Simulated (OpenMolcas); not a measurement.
# Mn, Tc, Re: d⁵ s² down the group

```json
{
  "Program": "OpenMolcas 26.06",
  "Method": "CASSCF",
  "Basis": "ANO-R2",
  "Scalar Hamiltonian": "X2C, finite nucleus",
  "Spin-orbit coupling": "state interaction with AMFI integrals over the reference wave functions, term energies averaged over their components"
}
```

Active space for each ion: 5 electrons in 5 orbitals (d).

Computed levels in cm-1 above ⁶S_5/2:

| Level | Mn | Tc | Re |
| --- | --- | --- | --- |
| ⁴G_7/2 | 31177 | 23379 | 21161 |
| ⁴G_11/2 | 31180 | 23406 | 21589 |
| ⁴G_9/2 | 31185 | 23449 | 22059 |
| ⁴P_3/2 | 35847 | 26691 | 22682 |
| ⁴P_1/2 | 35896 | 27049 | 24528 |
| ⁴D_7/2 | 38743 | 28779 | 26625 |
| ⁴D_1/2 | 38785 | 29165 | 29190 |
| ⁴D_3/2 | 38822 | 29434 | 30048 |
| ⁴D_5/2 | 38833 | 29454 | 28718 |
| weight of ⁶S in the lowest level (%) | 100 | 100 | 94 |

Mixed levels, with the weight of the term that names them: Re ⁴P_3/2 (53 %), Re ⁴P_1/2 (72 %), Re ⁴D_1/2 (74 %), Re ⁴D_3/2 (52 %), Re ⁴D_5/2 (50 %).

Measured, with the error of the calculation in %. Measured levels: Re from NIST Handbook of Basic Atomic Spectroscopic Data.

| Level | Re |
| --- | --- |
| ⁴G_7/2 | 15058 (+40.5) |
| ⁴G_11/2 | 16307 (+32.4) |
| ⁴G_9/2 | 16619 (+32.7) |

Without spin-orbit coupling ⁴G lies 31179, 23395, 21504 cm-1 above ⁶S in that order; the difference to the level ⁴G_7/2, of either sign, comes from spin-orbit coupling, which also lowers the zero.

Some high roots are left out of the spin-orbit mixing, which shifts the levels that they would mix with. Without dynamic correlation excited terms often stand tens of per cent too high (terms of higher spin than the ground term too low), and those without a measured partner can miss by more than the paired ones. With the s shell closed, the reference lacks s² → p², s² → d² and s → d mixing, so excited terms can stand far too high and out of order, with CASPT2 too. Measured partners are found by configuration, term and J. A level has none where our copy of the source lacks it or the pairing is in doubt (some pairs that miss far off the trend of their configuration count as doubtful), and it then counts in no deviation. Only configurations of the active space appear.
